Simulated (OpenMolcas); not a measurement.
Tm2+ among 6 point charges of -0.25 e arranged as a trigonal antiprism (D3d), 2.67 Å from the ion, with a polar angle of 50.4° against the regular 54.74°.

```json
{
 "Program": "OpenMolcas 26.06",
 "Method": "CASSCF",
 "Basis": "ANO-RCC-VDZP [7s6p4d2f1g]",
 "Scalar Hamiltonian": "DKH2, point nucleus",
 "Active space": "13 electrons in 7 orbitals (4f)",
 "State averaging": "2S+1 = 2 odd, 7 roots",
 "Spin-orbit coupling": "state interaction with AMFI integrals over the reference wave functions"
}
```

Q: What is the spin-free ground state (labels of D3, the rotations of D3d)?

A: 2A2, 1-fold in its orbital part, 100 % from free-ion F terms; it has the highest spin that f13 allows.

Q: Where is the first state of the same spin?

A: 2E at 2.94 cm-1 above the ground state.

Q: What are the lowest two levels with spin-orbit coupling?

A: A 2-fold level E1/2 with g = 0.64, 4.32, 4.32, then a 2-fold level E3/2 12.5 cm-1 above it. Their leading multiplicities are 2 (100 %) and 2 (100 %).

Q: What is χT at 300 K, and how does it compare with the textbook value?

A: Hund's rules give f13 the level 2F7/2 with g = 1.143, so an isolated free-ion multiplet has χT = g² J(J+1) / 8 = 2.571 cm3 K/mol. The computed 2.572 at 300 K differs by 0 %, through the field's splitting, the mixing of terms and any other multiplet in reach.

This is an electrostatic model: the charges have no orbitals. No measured value stands beside these numbers.
